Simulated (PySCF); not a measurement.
Telling isomers of C₄H₂F₃N apart by NMR

[PySCF 2.14.0 with density-fitted response routines: couplings computed with B3LYP/pcJ-1 (spin–dipole term left out of most H,H and C,H couplings); shielding tensors at PBE0/pcSseg-1 (GIAO); coordinates at the GFN2-xTB level; a single conformation; non-relativistic Hamiltonian; isolated molecule; equivalent nuclei averaged]

Chemical shifts δ = σref − σ; 1H (31.72 ppm) and 13C (186.93 ppm) vs TMS, all at this level. Multiplet labels drop J under 1 Hz and among equivalent protons, and merge close values. Unscaled 3J(H,H) run several per cent high. Vicinal couplings that depend on rotamer populations or ring flexing (ring, CH–CH, X–H and H–F types) are those of the one conformer. One-bond C–F couplings are unscaled and too large by tens of Hz. Shifts are as computed. Against solution values, carbons near 30 ppm lie about +3 ppm off and those near 130 ppm about +5 ppm (rms about the fit 2.1 ppm; single classes can miss by 10 ppm). Of 1328 compounds with measured shifts, 309 miss one by over three times the rms of a fit or turn the order of signals round; such compounds aren't used in these exercises. Signals without a measured value on file couldn't be tested in this way; 1H shifts scatter by 0.2 ppm about their fit, and single ones miss by 0.5 ppm.

(1) Tabulate the signals of `N#C[C@@H](F)/C(F)=C/F`, `N#C[C@@]1(F)[C@H](F)[C@@H]1F` and their relative energies.

(2) What is the quickest way to tell N#C[C@@H](F)/C(F)=C/F from N#C[C@@]1(F)[C@H](F)[C@@H]1F?

## Answers

(1) 
| SMILES | carbon types | δC | δH | E rel. (kcal/mol) |
| --- | --- | --- | --- | --- |
| N#C[C@@H](F)/C(F)=C/F | 2×C 2×CH | 151.9, 147.8, 118.7, 77.7 | 7.08 (m, 1H), 5.76 (dtd, 1H) | 0.0 |
| N#C[C@@]1(F)[C@H](F)[C@@H]1F | 2×C 2×CH | 119.2, 73.5, 62.7 | 4.37 (dt, 2H) | 10.9 |

Energies are electronic energies at PBE0/pcSseg-1 on these geometries, without zero-point or thermal terms, each for the one conformer computed, which needn't be the lowest.

(2) Count the carbon signals: 4 against 3. The first has an alkene CH at 147.8 ppm, the second a three-membered-ring carbon (C) at 62.7 ppm. Their most deshielded carbons lie at 151.9 and 119.2 ppm. In the proton spectra the most deshielded non-exchanging signals are 7.08 (m, 1H) and 4.37 (dt, J = 63.2, 1.3 Hz, 2H).
